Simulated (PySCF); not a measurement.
Computed shifts of a molecule C₃H₄Cl₂Si, PySCF with KT2/pcSseg-1, GIAO, gas phase, atoms alike by connectivity averaged where their shifts nearly agree, in ppm (number of nuclei): ¹³C: 96.0 (1), 80.7 (1), 12.1 (1). ²⁹Si: 6.8 (1). ¹H: 3.11 (1), 1.02 (3). References: ¹³C against TMS (σ = 185.1 ppm); ²⁹Si against TMS (σ = 361.9 ppm); ³⁵Cl against HCl (σ = 945.4 ppm); ¹H against TMS (σ = 31.47 ppm), references at their B3LYP-D3(BJ)/def2-TZVP geometries, non-relativistic (without spin–orbit terms, shifts of atoms bonded to Cl or Br come out too high). Geometry optimised at PBE0-D3(BJ)/def2-SVP. Other conformers were not sampled.

**Question.** Which molecule gave these data?
A) ClC1=C[Si@H](Cl)C1
B) C#C[Si](C)(Cl)Cl
C) ClC=C=C[SiH2]Cl
D) Cl[Si]1(Cl)C=CC1

**Answer.** B, C#C[Si](C)(Cl)Cl
